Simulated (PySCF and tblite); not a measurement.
C₄H₈BrClSi, numbered as in [Cl:1][C@H:2]1[CH2:3][SiH2:4][CH2:5][C@@H:6]1[Br:7]. Search: ETKDG and KDG, MMFF94s, GFN2-xTB, 60 starts; geometries at GFN2-xTB. Weights use PBE0-D3(BJ)/def2-SVP (IEF-PCM, cyclohexane) energies plus GFN2-xTB zero-point and thermal terms (modes under about 100 cm⁻¹ blended into free rotors). Symmetry numbers and mirror images are counted. Conformers within 2.5 kcal/mol (GFN2-xTB free energy) were kept, 5 at most. GIAO shieldings: B97-2/pcSseg-1 (IEF-PCM, cyclohexane). Shifts are against TMS (¹H), TMS (¹³C), TMS (²⁹Si) at the same level. Codes: tblite and PySCF.

The 5-ring runs over atoms 2–3–4–5–6.

Two conformers hold nearly all the population. I: 5-ring twist (ring torsions -13, -14, 39, -52, 38°); δ(Si4) = -42.75 ppm. II: 5-ring twist (ring torsions 11, 14, -37, 48, -34°); δ(Si4) = -33.21 ppm. The average over the ensemble at 298.15 K is -34.04 ppm.

(1) What populations and free-energy difference follow from a two-state model?

Spin–orbit effects of the heavy atoms on shieldings are missing. Unscaled ²⁹Si shifts at such levels can be off by tens of ppm; differences between conformers or isomers are more reliable.

Results:

(1) p(I) = (-34.04 − (-33.21))/(-42.75 − (-33.21)) = 0.09, so K = p(II)/p(I) = 10.49 and G(II) − G(I) = −RT ln K = -1.39 kcal/mol. The weights computed directly are 8.7 % and 91.3 %.
